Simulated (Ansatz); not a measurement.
`C[SiH2]CCF`. Total charge 0; spin multiplicity 1. Geometry: relaxed with PBE0-D4/def2-TZVP. It is one conformer, not always the lowest.

```xyz
14

C     1.227   -0.397    1.550
Si   -0.089    0.735    0.862
C    -0.265    0.617   -1.014
C    -0.925   -0.646   -1.509
F    -0.245   -1.765   -1.041
H     1.313   -0.280    2.632
H     2.201   -0.171    1.107
H     0.987   -1.438    1.328
H     0.240    2.152    1.194
H    -1.414    0.424    1.471
H    -0.868    1.470   -1.347
H     0.720    0.733   -1.481
H    -1.956   -0.722   -1.150
H    -0.927   -0.711   -2.601
```

Q: What is the dipole moment at PBE/def2-TZVPP? (An estimate is asked.)

A: The calculation gave: 1.19 D, with components (-0.15, 0.88, -0.80) D in this frame, pointing from negative to positive charge.

Q: And with r2SCAN, B3LYP, ωB97M-V? (Estimate.)

A: Computed: r2SCAN 1.25 D, B3LYP 1.31 D, ωB97M-V 1.30 D.

Q: Give the Mulliken charges with PBE, B3LYP, r2SCAN in def2-TZVPP. (An estimate is asked.)

A: Ansatz gave: 
| atom | PBE | B3LYP | r2SCAN |
| --- | --- | --- | --- |
| C1 | -0.37 | -0.38 | -0.30 |
| Si2 | 0.26 | 0.35 | 0.34 |
| C3 | -0.21 | -0.23 | -0.18 |
| C4 | 0.03 | 0.06 | 0.16 |
| F5 | -0.22 | -0.26 | -0.26 |
| H6 | 0.10 | 0.10 | 0.07 |
| H7 | 0.10 | 0.10 | 0.07 |
| H8 | 0.12 | 0.12 | 0.09 |
| H9 | -0.07 | -0.09 | -0.09 |
| H10 | -0.08 | -0.09 | -0.09 |
| H11 | 0.08 | 0.08 | 0.05 |
| H12 | 0.08 | 0.08 | 0.05 |
| H13 | 0.08 | 0.09 | 0.04 |
| H14 | 0.09 | 0.09 | 0.04 |

B3LYP here is the variant with VWN-RPA as its local correlation; programs differ in this.
